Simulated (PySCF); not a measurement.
Polarisability and C₆ of C+ (carbon, charge +1)

[He] 2s2 2p1, 2P determinant. Computed with PySCF 2.14 in aug-cc-pwCVQZ (9s8p6d4f2g, 109 functions), with the non-relativistic Hamiltonian (point nucleus). Coupled (time-dependent) response in atomic units; α is the mean over directions.

| method | mean α (bohr³) | α xx, yy, zz | C₆ (like pair) | S(−4) |
| --- | --- | --- | --- | --- |
| UHF | 6.308 | 6.384, 6.155, 6.384 | 14.97 | 40.61 |
| PBE | 6.096 | 6.132, 6.023, 6.132 | 14.65 | 28.50 |
| PBE0 | 6.077 | 6.132, 5.968, 6.132 | 14.56 | 28.94 |
| CAM-B3LYP | 6.067 | 6.143, 5.915, 6.143 | 14.48 | 28.62 |
| TPSSh | 6.127 | 6.187, 6.009, 6.187 | 14.90 | 29.82 |

S(−4) is the Cauchy moment in α(ω) = α(0) + S(−4) ω² + …

α(iu) at CAM-B3LYP:

```
u (hartree)  α(iu) (bohr³)
          0          6.067
     0.0500          5.997
      0.100          5.799
      0.200          5.155
      0.300          4.402
      0.500          3.108
      0.750          2.071
       1.00          1.458
       1.50         0.8269
       2.00         0.5308
       3.00         0.2729
       5.00         0.1137
```

A single London oscillator, α(iu) = α/(1 + u²/ω²), gives C₆ = (3/4) ω α². Matching the computed C₆ needs ω = 4 × 14.48 / (3 × 6.067²) = 0.525 hartree.

For an ion, C₆ is the dispersion term alone; charge-induced terms of lower order in 1/R come first.

The components differ because the open shell of this determinant is not spherical; for a pure term their mean is the scalar polarisability.
